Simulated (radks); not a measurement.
Values are calculated unless marked as measured or tabulated.
Sr, configuration [Kr] 5s2. Level of theory: scalar-relativistic Kohn-Sham, LDA (Slater exchange, VWN5 correlation), spin-polarised, spherical densities, finite nucleus; Fermi nuclear charge, rms radius 4.224 fm; hard spherical wall at 4 bohr (a radial shooting solver on a logarithmic mesh with Libxc functionals). Some entries of the table are withheld. Estimate them.

orbital,occ.,eigenvalue (hartree),<1/r> (bohr^-1)
1s,2,-584.4085,38.94
2s,2,-78.84196,8.690
2p,6,-70.07721,8.492
3s,2,-11.87930,2.912
3p,6,(1),2.759
3d,10,-4.36650,2.505
4s,2,-1.20984,0.9816
4p,6,-0.55791,0.8392
4d,0,0.30244,0.6012
5s,2,(2),0.5527
5p,0,0.76849,0.5825
6s,0,2.30234,(3)

Answer. 
(1) 3p eigenvalue (hartree): -9.05184
(2) 5s eigenvalue (hartree): 0.45313
(3) 6s <1/r> (bohr^-1): 0.6578
